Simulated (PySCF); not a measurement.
Does the answer move with the share of exact exchange?

Species: CH9OPSi2.
InChI=1S/CH9OPSi2/c3-5-2-1-4/h1,3,5H2,4H3

Torsions of this conformer, `[SiH3:1][CH2:2][O:3][SiH2:4][PH2:5]`: Si1–C2–O3–Si4 94°, C2–O3–Si4–P5 167°, H–P5–Si4–O3 -178°, H–P5–Si4–O3 -84°.

PySCF, pcSseg-1 basis, density fitting, gas phase, PBE0-D3(BJ)/def2-SVP geometry. One functional is left out:

```csv
functional,exact exchange (%),HOMO energy (eV),LUMO energy (eV),dipole moment (D)
B97-D,0,-6.25,-0.63,1.716
BLYP,0,-6.10,-0.61,1.632
BP86,0,-6.36,-0.88,1.759
LDA,0,-6.35,-1.07,1.838
OPBE,0,-6.24,-0.61,1.847
PBE,0,-6.24,-0.80,1.742
B3LYP,20,-7.31,-0.10,1.754
PBE0,25,-7.55,0.05,1.880
mPW1PW91,25,-7.58,0.07,1.884
BHandHLYP,50,-8.57,1.01,1.880
```

Problem. Predict the row of B97-2 (21 % exact exchange) by straight lines through the other rows, and check it.

Solution. 
```csv
property,line,computed,computed − line,"B3LYP (20 %), for comparison"
HOMO energy (eV),-7.29,-7.31,-0.02,-7.31
LUMO energy (eV),-0.04,0.07,+0.11,-0.10
dipole moment (D),1.820,1.851,+0.031,1.754
```

Problem. Which of these properties follows the share of exact exchange most closely, and which least?

Solution. Most closely the HOMO energy, least the dipole moment; the correlations over the tabulated rows are HOMO energy -0.994, LUMO energy 0.974, dipole moment 0.600. The HOMO energy moves by -0.481 eV for every 10 %. Functionals with the same share still differ in their other parts: at 0 % BLYP and BP86 differ by 0.26 eV in it.
